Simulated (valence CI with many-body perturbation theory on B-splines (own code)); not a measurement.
## Ir XLVII: fill in the table

Level of theory: valence CI with perturbative core correlation (CI+MBPT): three valence electrons over a frozen Dirac-Fock core [Ar] 3d10, radial functions for each j: 11 s, 11 p, 10 d, 8 f, 5 g, 2 h, with the one-electron correlation potential Σ1, the two-electron term Σ2, the three-electron term Σ3, Breit, model QED; selected CI, second order for the rest, scaled by the run's own slope (own B-spline code, finite nucleus).

No measured spectrum was set against this ion. As an estimate, large intervals hold to a few tenths of a per cent, small ones and those within an open d or f shell to about a per cent.

| Level | E (eV) |
| --- | --- |
| (4s^2 4p1/2) J=1/2 | 0.00 |
| (4s 4p1/2^2) J=1/2 | 104.57 |
| (4s^2 4p3/2) J=3/2 | 121.43 |
| (4s 4p1/2 4p3/2) J=3/2 [a] | 211.80 |
| (4s 4p1/2 4p3/2) J=5/2 | ? |
| (4s 4p1/2 4p3/2) J=3/2 [b] | 233.35 |
| (4s 4p1/2 4p3/2) J=1/2 | 235.80 |
| (4s^2 4d3/2) J=3/2 | 293.15 |
| (4s^2 4d5/2) J=5/2 | 315.26 |
| (4p1/2^2 4p3/2) J=3/2 | ? |
| (4s 4p3/2^2) J=5/2 | ? |
| (4s 4p3/2^2) J=1/2 | ? |
| (4s 4p3/2^2) J=3/2 | 360.84 |
| (4s 4p1/2 4d3/2) J=3/2 [a] | 375.46 |
| (4s 4p1/2 4d3/2) J=5/2 | 383.19 |
| (4s 4p1/2 4d3/2) J=1/2 | 397.02 |
| (4s 4p1/2 4d3/2) J=3/2 [b] | 398.42 |
| (4s 4p1/2 4d5/2) J=5/2 [a] | ? |
| (4s 4p1/2 4d5/2) J=7/2 | ? |
| (4s 4p1/2 4d5/2) J=5/2 [b] | 421.39 |

Levels are named by their leading jj configuration (3d3/2^4 stands for four electrons in 3d with j = 3/2), which in mixed levels can hold well under half, so a name can repeat and another be missing. Letters in brackets count levels of one name in rising energy.

(1) The levels stand in rising order. What does the calculation give for the missing energies?

Results:

(1) (4s 4p1/2 4p3/2) J=5/2 220.77; (4p1/2^2 4p3/2) J=3/2 337.96; (4s 4p3/2^2) J=5/2 341.77; (4s 4p3/2^2) J=1/2 357.13; (4s 4p1/2 4d5/2) J=5/2 [a] 409.66; (4s 4p1/2 4d5/2) J=7/2 415.42.
